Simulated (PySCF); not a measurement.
Molecule: SMILES [CH3][In]([CH3])[Si](C)(C)C (C₅H₁₅InSi). Atoms near the plane z = 1.5 Å, at the GFN2-xTB optimised geometry (x, y, z in Å): In1 (-1.6, 1.7, 0.0), C6 (-1.9, 2.9, 1.9), H7 (-1.9, 2.3, 2.8), H8 (-2.9, 3.5, 1.8), H9 (-1.1, 3.7, 2.0), Si10 (-0.7, -0.7, 0.0), C11 (-1.3, -1.7, 1.6), C12 (1.2, -0.7, 0.0), H14 (-0.9, -2.7, 1.6), H15 (-1.0, -1.2, 2.5), H16 (-2.4, -1.7, 1.6), H17 (1.6, -0.2, 0.9), H19 (1.6, -1.7, 0.0).

Level of theory: CAM-B3LYP/def2-SVP, def2 effective core potentials past Kr run with PySCF. The core electrons that the potentials of In replace are not part of the density. Cells within 0.4 Å of a nucleus heavier than hydrogen are left out (blank, or x). The values are rescaled to run from 0 to 1.

```
|0000000000000000000000000000000|
|0000000011000000000000000000000|
|0000001222111111000000000000000|
|0000113454321111110000000000000|
|00111347x7532111110000000000000|
|0111235898542211111000000000000|
|1111235776542211111000000000000|
|1111234555432211111100000000000|
|1111223444332211111100000000000|
|1111222333322211111100000000000|
|1111122223222111111100000000000|
|1111112222221111111000000000000|
|1111111122111111111000000000000|
|0111111111111111110000000000000|
|0111111111111111100000000000000|
|0011111111111111000000000000000|
|0000111110000000000000000000000|
|0000000000000000000000000000000|
|0000000000000000000000000000000|
|0000000000000000000000000000000|
|0000000000x00000000000000000000|
|000000000xxx0000000000000000000|
|000000000xxx0000000000000000000|
|0000000111110000000000000000000|
|0000000111111100000000000000000|
|0000000111111110000000000000000|
|0000000111111110000000000000000|
|0000000011111110000000000000000|
|0000000001111100000000000000000|
|0000000000000000000000000000000|
|0000000000000000000000000000000|
```
Scale: ten equal steps from 0.000 (start of '0') to 1.00 (end of '9'), in the order '0123456789'; x runs from -4.00 to 4.00, y from -4.00 (bottom) to 4.00 (top).

Problem. Which quantity is mapped?
(A) an orbital amplitude
(B) deformation density (molecule minus spherical neutral atoms)
(C) electrostatic potential
(D) electron localisation function

Solution. A, an orbital amplitude. In full: HOMO−1 amplitude (bohr^(-3/2)).
